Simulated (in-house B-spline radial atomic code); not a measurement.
**Ni⁺: [Ar] 3d9**

All numbers are computed (non-relativistic B97-1, spin-polarised, spherical fractional occupations; point nucleus) with an all-electron radial atomic-structure program (B-spline basis), not measured.

Z_r = [3n² - l(l+1)]/(2<r>); Z_e = n√(-2ε); the last column is Slater's effective charge. Values are occupation-weighted means over spin.

| shell | electrons | ε (eV) | <r> (bohr) | Z_r | Z_e | Slater |
| --- | --- | --- | --- | --- | --- | --- |
| 1s | 2 | -8165.7 | 0.05483 | 27.36 | 24.50 | 27.70 |
| 2s | 2 | -979.95 | 0.248 | 24.19 | 16.97 | 23.85 |
| 2p | 6 | -854.96 | 0.2166 | 23.09 | 15.85 | 23.85 |
| 3s | 2 | -116.27 | 0.754 | 17.91 | 8.77 | 16.75 |
| 3p | 6 | -77.838 | 0.7903 | 15.82 | 7.18 | 16.75 |
| 3d | 9 | -14.558 | 1.059 | 9.92 | 3.10 | 7.20 |

The least bound orbital is 3d down at -13.42 eV, and it is also the most diffuse (<r> = 1.083 bohr).

Caution: exact exchange at fractional occupations of open shells leaves self-interaction of up to several eV.
